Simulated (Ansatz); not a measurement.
Re2O6⁻. Total charge -1; doublet. Geometry PBE-D4/def2-SVPD, basis def2-TZVPD, Ansatz.

```tsv
atom	x (Å)	y (Å)	z (Å)
Re1	-0.2719	-0.9055	-0.4633
Re2	1.1186	1.1715	0.2318
O3	0.1810	0.7164	-1.4226
O4	0.3526	2.3234	1.2750
O5	-3.0274	-1.3063	0.7644
O6	0.7637	-2.2343	-0.8417
O7	2.8410	0.9727	0.2050
O8	-1.9576	-0.7378	0.2513
```

```csv
run,HOMO (eV),LUMO (eV)
A,-1.40,-0.22
B,-1.12,-0.34
C,-2.21,-0.11
D,-2.31,0.21
```

In the def2 sets Re takes a core potential; there is no spin–orbit coupling. B3LYP takes the VWN-RPA correlation. The structure holds one bond between oxygen atoms, so isomers without such links may lie far lower. No other spin state of charge -1 was run. Another isomer (doublet) lies 1.47 eV lower at PBE0-D4/def2-TZVPD; other spin states weren't run for this one.

HOMO and LUMO are taken over both spins.

The runs used B3LYP, PBE, PBE0, r2SCAN. Estimate which is which.

A r2SCAN (0 % exact exchange); B PBE (0 % exact exchange); C B3LYP (20 % exact exchange); D PBE0 (25 % exact exchange). Exact exchange lowers occupied and raises empty levels; among semilocal functionals meta-GGAs tend to open the gap a little, and such runs are hard to tell apart. The gap grows from 0.78 eV (PBE) to 2.52 eV (PBE0). At PBE0-D4/def2-TZVPD the charge -1 doublet is spin-contaminated (final ⟨S²⟩ up to 0.84, 0.75 for a pure state).
